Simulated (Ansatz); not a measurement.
C$_{2}$H$_{3}$BBr$_{2}$, SMILES `BrB1CC1Br` at its PBE0-D4/def2-TZVP geometry, where that method's forces vanish. Total charge 0; spin multiplicity 1.

```xyz
8

Br   -2.5263   -0.9138   -0.8086
B    -0.8557   -0.3989   -0.1659
C    -0.0100    0.3663    0.8348
C     0.6339   -0.2661   -0.4193
Br    1.1900    0.8912   -1.8456
H     0.3122   -0.0735    1.7749
H    -0.1023    1.4487    0.8839
H     1.3582   -1.0538   -0.2543
```

(1) What forces (eV/Å) does B3LYP-D4/def2-TZVPP give on these atoms in the Gaussian-basis code of Ansatz? (Estimate.)

Answers

(1) The calculation gave: 
```
Br1 -0.182 -0.055 -0.075
B2   0.181  0.024  0.073
C3  -0.064  0.115  0.229
C4  -0.009 -0.348  0.131
Br5  0.137  0.236 -0.321
H6  -0.023  0.038 -0.047
H7   0.014 -0.068  0.018
H8  -0.055  0.058 -0.007
```

B3LYP here is the variant with VWN-RPA as its local correlation; programs differ in this.
